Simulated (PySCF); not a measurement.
**J couplings in AsBGeH₆O**

Cartesian coordinates in Å; atom numbers follow the order of the lines, from 1:
```xyz
10

Ge   -1.393    0.053    0.015
O    -0.207   -1.286   -0.253
B     1.131   -1.262   -0.194
As    2.261    0.362    0.366
H    -2.735   -0.665    0.175
H    -1.357    0.958   -1.224
H    -0.972    0.801    1.290
H     1.725   -2.302   -0.402
H     1.445    1.419   -0.371
H     3.252    0.178   -0.772
```

Couplings: B3LYP/pcJ-1 (pcSseg-1 on As, pcSseg-1 on Ge) (spin–dipole term only in couplings to heteroatoms) in PySCF 2.14.0 with density-fitted response routines, geometry PBE0-D3(BJ)/def2-SVP; gas phase, one conformer, non-relativistic. Couplings are averaged over pairs made equivalent by symmetry, fast rotation or ring inversion, so a value needn't be that of the named pair in this geometry, while other rotamers aren't included; one pair stands for each set, and the list holds those of at least 0.8 Hz over up to four bonds, among pairs with at least one B or H atom (others weren't computed).

Isotopes: 11B, 1H, 17O. Couplings to quadrupolar nuclei such as 17O and 33S are rarely resolved in practice.

```tsv
pair	bonds	J (Hz)
B3, H8	1	170.5
O2, H5	2	-7.0
O2, H8	2	-19.5
B3, H9	2	?
H5, H6	2	24.9
H9, H10	2	?
O2, H9	3	-2.1
B3, H5	3	2.1
H8, H9	3	?
```

Q: Estimate the withheld couplings, with signs.

A: 
- 2J(B3,H9) = -4.1 Hz (angle at As4 97°)
- 2J(H9,H10) = -8.6 Hz (angle at As4 94°)
- 3J(H8,H9) = 3.4 Hz (mean over equivalent pairs that range from 1.9 to 4.9 Hz in this conformer)

Relativistic effects of the heavier atoms present are left out.
